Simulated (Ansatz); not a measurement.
Geometry optimisation, RKS PBE/def2-SVP in Ansatz.

The input (input.yaml):

```yaml
crystal:
  periodic: [false, false, false]
  atoms:
    - { symbol: C, position_ang: [-0.6771, 0.5198, 1.2641] }
    - { symbol: "N", position_ang: [-0.1054, -0.3085, 0.2428] }
    - { symbol: Si, position_ang: [1.1702, -1.3164, 0.7054] }
    - { symbol: C, position_ang: [0.1202, 0.432, -0.9935] }
    - { symbol: "N", position_ang: [-1.2297, 0.7299, -1.5651] }
    - { symbol: F, position_ang: [0.7515, 1.5738, -0.8236] }
    - { symbol: F, position_ang: [0.7062, -0.3089, -1.9284] }
    - { symbol: H, position_ang: [-1.6476, 0.99, 0.9112] }
    - { symbol: H, position_ang: [-0.9522, 0.0195, 2.2087] }
    - { symbol: H, position_ang: [-0.0721, 1.4036, 1.5556] }
    - { symbol: H, position_ang: [1.4264, -2.3358, -0.3079] }
    - { symbol: H, position_ang: [0.8383, -1.977, 2.0024] }
    - { symbol: H, position_ang: [2.3478, -0.4451, 0.9247] }
    - { symbol: H, position_ang: [-1.6768, -0.1549, -1.7185] }
    - { symbol: H, position_ang: [-1.0215, 1.1273, -2.4487] }
basis:
  gaussian: { orbitals: def2-SVP }
hamiltonian:
  xc: pbe
relax:
  f_tol: 0.015
  max_steps: 40
output:
  orbitals: {}
```

Command:

```bash
$ ansatz run input.yaml --threads 2 --pin off --max-ram 3072MiB --backend cpu --events-out ev --progress --plain --runs-dir out
```

Task: Where does it end, and by what steps?

Result: The forces met the threshold. After 11 steps the energy has fallen by 0.856 eV; H13 moved furthest, 0.59 Å.

```
step  energy less start (eV)  largest force component (eV/Å)  accepted
   0                  0.0000                           5.612       yes
   1                 -0.6131                           2.418       yes
   2                 -0.7948                           0.617       yes
   3                 -0.8219                           0.301       yes
   4                 -0.8366                           0.196       yes
   5                 -0.8483                           0.167       yes
   6                 -0.8515                           0.107       yes
   7                 -0.8539                           0.109       yes
   8                 -0.8546                           0.124       yes
   9                 -0.8549                           0.090       yes
  10                 -0.8555                           0.021       yes
  11                 -0.8556                           0.012       yes
```

```xyz
15
Properties=species:S:1:pos:R:3
C -0.779 0.573 1.305
N 0.018 -0.108 0.284
Si 1.234 -1.346 0.674
C 0.079 0.529 -0.977
N -1.172 0.671 -1.606
F 0.648 1.792 -0.922
F 1.003 -0.226 -1.735
H -1.785 0.814 0.905
H -0.902 -0.088 2.184
H -0.311 1.524 1.646
H 1.106 -2.557 -0.205
H 0.903 -1.735 2.088
H 2.657 -0.857 0.631
H -1.616 -0.239 -1.765
H -1.104 1.203 -2.479
```

Whether the end is a true minimum wasn't checked by a vibrational analysis.

Run time: 85 s on 2 threads of Arm Neoverse N1, with other jobs on the host, peak memory 0.2 GiB.
